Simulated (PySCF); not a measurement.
# Working out the excitation energy of I

I [Kr] 4d10 5s2 5p5 (2P) → I [Kr] 4d10 5s1 5p6 (2S). Computed with PySCF 2.14 in aug-cc-pVDZ-PP with ECP28MDF, with scalar relativity through the core potential. Frozen: 4s2 4p6 4d10. Energies in hartree (1 hartree = 27.21139 eV):

```csv
part,I (lower),I (upper)
UHF,-294.653725,-294.188380
CCSD correlation,-0.095350,-0.224058
(T),-0.001512,-0.020600
```

What does Hartree-Fock give?

(-294.188380) − (-294.653725) = 0.465345 hartree = 12.663 eV.

What do CCSD and CCSD(T) give?

The CCSD correlation energies differ by -0.128708 hartree = -3.502 eV and the triples by -0.019088 hartree = -0.519 eV, so CCSD gives 9.161 eV and CCSD(T) 8.642 eV.

A double-zeta basis recovers only part of the correlation energy.

The coupled-cluster amplitudes are large, so a single reference is strained.
